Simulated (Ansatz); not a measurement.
Start from `[CH3][GeH2][NH][Si](C)(F)F` and change one atom or group to get `C[SiH](F)F`.

Ansatz, PBE0-D4/def2-TZVP geometries, multiplicity 1. Each molecule was computed in one conformer, which needn't be the lowest.

Scalar relativity is left out up to krypton.

| property | `[CH3][GeH2][NH][Si](C)(F)F` |
| --- | --- |
| LUMO energy (B3LYP/def2-TZVPP) / eV | 0.20 |
| zero-point energy (PBE0-D4/def2-TZVP) / kJ/mol | 294.6 |
| size of the dipole moment (B3LYP/def2-TZVPP) / D | 2.74 |
| HOMO–LUMO gap (ωB97M-V/def2-TZVPP) / eV | 12.03 |
| size of the dipole moment (ωB97M-V/def2-TZVPP) / D | 2.73 |
| LUMO energy (PBE0/def2-TZVPP) / eV | 0.48 |

(1) Give the same properties after the change, and the shifts. (An estimate is asked.)

Results:

(1) Ansatz gave: 
```tsv
property	`C[SiH](F)F`	shift
LUMO energy (B3LYP/def2-TZVPP) / eV	0.78	0.58
zero-point energy (PBE0-D4/def2-TZVP) / kJ/mol	135.0	-159.6
size of the dipole moment (B3LYP/def2-TZVPP) / D	2.12	-0.62
HOMO–LUMO gap (ωB97M-V/def2-TZVPP) / eV	14.18	2.15
size of the dipole moment (ωB97M-V/def2-TZVPP) / D	2.10	-0.63
LUMO energy (PBE0/def2-TZVPP) / eV	1.05	0.57
```

With PBE0 the HOMO falls by 1.68 eV and the LUMO rises by 0.57 eV, so the gap widens by about 2.25 eV. PBE moves the HOMO by -1.62 eV and ωB97M-V by -1.63 eV. The zero-point energy changes by -159.6 kJ/mol with -24 modes. Dipoles are sizes alone; their direction can turn.

B3LYP here is the variant with VWN-RPA as its local correlation; programs differ in this.
